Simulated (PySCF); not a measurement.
# What settings do to a single point of Re2N2

The sound run of Re2N2 (triplet) uses PySCF 2.14.0, UKS PBE, Re def2-SVP with ECP60, N def2-SVP; non-relativistic Hamiltonian with scalar-relativistic core potentials where named; density fitting; no spin-orbit coupling, grid (50, 194), threshold 1e-8 Eh and 55 cycles, at the relaxed geometry:

```xyz
4

Re    0.0000    0.0000    1.3841
Re    0.0000    0.0000   -1.3841
N     1.1669    0.0000    0.0000
N    -1.1669    0.0000    0.0000
```

There Re1 has a Mulliken charge of 0.31 e and the dipole about the centre of mass is 0.00 D. Each run below changes one thing and starts from free metal ions and neutral atoms unless it says otherwise; with 55 cycles, smearing, a level shift and second-order steps follow where DIIS fails, and their cycles count. Energy shifts count from the sound run.

| change | outcome | cycles | energy shift (eV) | largest force component (eV/Å) | charge on Re1 (e) | dipole about the centre of mass (D) |
| --- | --- | --- | --- | --- | --- | --- |
| threshold 1e-06 | converged | 14 | 0.0000 | 0.00 | 0.31 | 0.00 |
| start from a density of up to 30 smeared cycles (not counted) | converged | 12 | 0.0000 | 0.00 | 0.31 | 0.00 |

(1) One further run converged with energy shift (eV) 31.64, largest force component (eV/Å) 132.27, charge on Re1 (e) 0.48, dipole about the centre of mass (D) 2.33. Which change was it?
A. all coordinates × 1.12
B. N3 put 1.1 Å from Re1, limit 98 cycles
C. spin (2S) set to 5, limit 66 cycles

(2) And the other changes listed?

Unsound on purpose, so not properties of the compound: N3 put 1.1 Å from Re1, limit 98 cycles.

Started from ions, an open shell can land on another state than the sound run's, and that then enters the shifts.

Forces carry noise of the integration grid, about 0.01 to 0.03 eV/Å.

Open shells may have lower solutions than the one found.

## Answers

(1) B.

(2) 
```tsv
change	outcome	cycles	energy shift (eV)	largest force component (eV/Å)	charge on Re1 (e)	dipole about the centre of mass (D)
all coordinates × 1.12	converged	28	2.37	6.87	0.32	0.02
spin (2S) set to 5, limit 66 cycles	refused	–	–	–	–	–
```
